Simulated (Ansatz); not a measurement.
Basis-set extrapolation for `C#[C][AlH][NH2]` (PBE0-D4/def2-TZVP geometry, frozen core, Ansatz 0.2.0). Multiplicity 1, RHF reference.

```tsv
	def2-TZVPP	def2-QZVPP
HF	-374.486259	-374.499498
MP2 correlation	-0.590468	-0.631119
CCSD(T) correlation	-0.643614	not run
```

Energies in hartree. Use E(X) = E(∞) + A·exp(−7.88·√X) for Hartree–Fock and E(X) = E(∞) + B·X^(−2.97) for correlation, with X = 3 and 4, and add CCSD(T) minus MP2 of the smaller set to the MP2 limit.

Problem. What is the CCSD(T) energy at the basis-set limit?

Solution. HF limit: -374.499498 + (-0.013239) × 0.13774 = -374.50132. MP2 limit: -0.631119 + (-0.040651) × 0.74074 = -0.66123. Higher-order term: -0.643614 − (-0.590468) = -0.05315. Total: -375.21570 hartree, 2.34 eV below CCSD(T)/def2-TZVPP.
